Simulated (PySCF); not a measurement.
Species: C₅H₆SSi.
Atom-mapped SMILES: `[CH:1]#[C:2][C:3]1=[CH:4][SiH2:5][CH2:6][S:7]1` (hydrogens: H8 on C1; H9 on C4; H10, H11 on Si5; H12, H13 on C6)

Geometry (GFN2-xTB, Å), atoms numbered from 1 in this order:
```
atom  x, y, z in Å
C1     3.4459    0.2748    0.5879
C2     2.2682    0.1595    0.3800
C3     0.8884    0.0196    0.1428
C4     0.0397    1.0522   -0.0291
Si5   -1.7423    0.5968   -0.3095
C6    -1.4618   -1.2990   -0.2222
S7     0.3017   -1.6397    0.0842
H8     4.4734    0.3846    0.7681
H9     0.4299    2.0570    0.0096
H10   -2.2643    0.9617   -1.6293
H11   -2.6502    1.0168    0.7622
H12   -2.0137   -1.7748    0.5849
H13   -1.7194   -1.8090   -1.1472
```

Theory: TDDFT B3LYP/def2-SVPD, vertical, gas phase, core orbitals frozen in the response in PySCF 2.14.0, density-fitted response routines.

Ground-to-excited transition dipoles (e·a0, same axes as the geometry; the sign carries no meaning), for the states with f of 0.002 or more among the lowest 8:

| state | E (eV) | μx | μy | μz |
| --- | --- | --- | --- | --- |
| S1 | 4.094 | 0.463 | -0.830 | 0.100 |
| S4 | 5.308 | -0.051 | 0.006 | 0.235 |
| S6 | 5.455 | 1.196 | -0.008 | 0.209 |
| S8 | 6.085 | -0.023 | 0.003 | 0.140 |

Problem. Work out the oscillator strengths.

Solution. f = (2/3) ΔE |μ|² with ΔE in hartree (27.2114 eV).

```tsv
state	|μ|² (au)	|μ| (D)	f
S1	0.914	2.43	0.092
S4	0.058	0.61	0.008
S6	1.475	3.09	0.197
S8	0.020	0.36	0.003
```

Problem. What is the point group, and which symmetry does each of these states have?

Solution. Cs. From a totally symmetric ground state, an allowed state transforms like the component of the dipole operator along its μ. Polarised normal to the mirror plane, so A″: S4 and S8. Polarised in the mirror plane, so A′: S1 and S6.

Problem. What angle do the transition dipoles of S1 and S6 make?

Solution. |cos θ| = |μa·μb| / (|μa| |μb|) = 0.50, so θ ≈ 60° (taken between 0 and 90°, since the signs are arbitrary).

Problem. How is the summed strength of these states shared among x, y and z?

Solution. (2/3) Σ ΔE μα² gives 0.213 for x, 0.069 for y and 0.017 for z, 0.299 in all.

Problem. What peak molar absorption coefficient would the strongest computed level give as a lone Gaussian band 0.4 eV wide at half height?

Solution. ε(max) = 2.175×10⁸ f / FWHM, with the width in cm⁻¹. S6: 2.175×10⁸ × 0.1971 / 3226 ≈ 13000 L mol⁻¹ cm⁻¹.

Hardware: Arm Neoverse N1, one thread (shared host). Cost: 56 s wall, 0.81 GiB resident at most.
